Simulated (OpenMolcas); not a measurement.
## Ho2+: moving or changing the point charges

Ho2+ among 8 point charges of -1.5 e arranged as a cube (Oh), 2.31 Å from the ion.

| Quantity | Value |
| --- | --- |
| Program | OpenMolcas |
| Method | CASSCF |
| Basis | ANO-RCC-VDZP [7s6p4d2f1g] |
| Scalar Hamiltonian | DKH2, point nucleus |
| Active space | 11 electrons in 7 orbitals (4f) |
| State averaging | 2S+1 = 4 odd, 35 roots; 2S+1 = 2 odd, 73 roots kept (CI in the orbitals of an earlier block) |
| Spin-orbit coupling | state interaction with AMFI integrals over the reference wave functions |

Runs around this geometry, states (labels of O, the rotations of Oh). Energies in cm-1 above the lowest state or level, χT in cm3 K/mol.

```
R (Å)  Ground state  First state of that spin  First gap with spin-orbit (degeneracies)  Width of lowest J  χT at 300 K
 2.31            4E                  4T2 38.2                               34.8 (2, 4)                464       11.211
 2.55            4E                  4T2 12.3                               20.6 (2, 4)                211       11.392
 2.75            4E                   4T2 8.4                               13.7 (2, 4)                140       11.424
```

Taking the width of the lowest J multiplet as R^-n, n = -ln(140 / 464) / ln(2.75 / 2.31) = 6.9 between the shortest and longest distance.

High states are left out of the spin-orbit mixing, which shifts the levels that they would mix with. Point charges carry no covalency, so the field is a model and not that of real ligands. No measured value stands beside these numbers.
